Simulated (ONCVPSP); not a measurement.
# F: one change to an ONCV potential, before and after

```json
{
 "Element": "F",
 "Generator": "ONCVPSP 4.0.1",
 "Type": "optimised norm-conserving Vanderbilt (ONCV)",
 "Functional": "Wu-Cohen",
 "Relativity": "scalar-relativistic",
 "Frozen core": "none",
 "Valence charge": "9",
 "Reference configuration": "1s2 2s1.75 2p5.25",
 "Partial waves": "1s+2s: rc 0.40 bohr, ncon 3, nbas 7, qcut 34.1 1/bohr, 2 projectors; 2p: rc 1.35 bohr, ncon 4, nbas 8, qcut 10.4 1/bohr, 1 projector; d scattering state at 0.24 Ha: rc 1.15 bohr, ncon 4, nbas 8, qcut 8.4 1/bohr, 2 projectors, debl 0.8 Ha",
 "Local potential": "polynomial inside 0.35 bohr (lpopt 5, dvloc0 4 Ha)",
 "Core correction": "none"
}
```

Change: s: rc 0.54.

Cutoffs: the cutoffs (Ha) at which the residual kinetic energy of the hardest occupied pseudo-wave falls to 1 and 0.1 mHa per electron; they do not see the model core or the augmentation charge, which bear on the density cutoff. Errors are all-electron minus pseudo energies relative to the spin-unpolarised reference configuration.

**Question.** How do hardness, ghosts and transferability respond?

**Answer.** The potential gets softer (434 Ha and 491 Ha → 324 Ha and 380 Ha); of the 4 tests that both files solve, the error grows in 0 and shrinks in 1 by more than 15 % and 0.3 meV (median size 108.8 → 110.1 meV); neither file shows a bound ghost. A larger radius leaves more room for a smooth pseudo-wave, so fewer plane waves are needed.

| quantity | base | changed |
| --- | --- | --- |
| cutoff, loose | 434 Ha | 324 Ha |
| cutoff, tight | 491 Ha | 380 Ha |
| loose cutoff by channel | s 434 Ha, p 38 Ha | s 324 Ha, p 38 Ha |
| bound ghosts | none | none |
| GHOST(+) flags under 300 eV | d at 199.7 eV | d at 199.7 eV |
| error for 1s2 2s2 2p5, meV [ΔE -4.67 eV] | -0.8 | +0.1 |
| error for 1s2 2s2 2p4, meV [ΔE 14.71 eV] | +28 | +29 |
| error for 1s2 2s2 2p3, meV [ΔE 53.09 eV] | +189 | +191 |
| error for 1s2 2s2 2p1, meV [ΔE 199.51 eV] | +2090 | +2093 |
| p: phases at 1.37 bohr within 0.05 rad from the reference energy up to (Ha; the scan ends near 5) | 2.0 | 2.0 |
| d: phases at 1.16 bohr within 0.05 rad from the reference energy up to (Ha; the scan ends near 5) | to the end of the scan | to the end of the scan |
